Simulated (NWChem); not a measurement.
# H2SO4, triplet; SMILES of the neutral closed-shell parent O=S(=O)(O)O

```xyz
7

O      1.3847    -0.0604     0.7675
S     -0.0001     0.4178    -0.0293
O      0.0001    -0.7192    -1.0846
O     -0.0004     1.4068    -1.2279
O     -1.3841    -0.0622     0.7682
H      1.7814    -0.7676     0.2251
H     -1.7808    -0.7690     0.2254
```
Atoms are numbered in this order, from 1.

Results from NWChem. Pople sets run with spherical d functions. Spin-unrestricted. Geometry: optimised at PBE0/def2-SVP, spin-unrestricted. This spin state was assumed; another may lie lower. No stability test was run on the SCF state. COSMO at B3LYP/6-31G*, default radii, gas-phase geometry; f = (ε − 1)/ε scales the surface charges.

```
row            f  electrostatic solvation energy (kcal/mol)
--------  ------  -----------------------------------------
ε = 1.5   0.3333                                      -2.98
ε = 2.4   0.5833                                      -5.38
ε = 3.9   0.7436                                      -6.99
ε = 11.7  0.9145                                      -8.80
ε = 37.5  0.9733                                   withheld
```

**Question.** Fit a straight line of the last column on the one before it, predict the withheld value, and compare with the run.

**Answer.** 
1. Means of the 4 shown rows: x = 0.64367, y = -6.037. Slope Σ(x − x̄)(y − ȳ)/Σ(x − x̄)² = -1.832/0.1833 = -9.994; intercept 0.395.
2. The shown rows scatter about the line by 0.050 (root mean square); the largest residual is -0.06, at ε = 11.7.
3. At x = 0.9733 (ε = 37.5; beyond the shown range) the line gives -9.33.
4. The run gives -9.44, -0.11 from the line, 2.2 times the scatter.
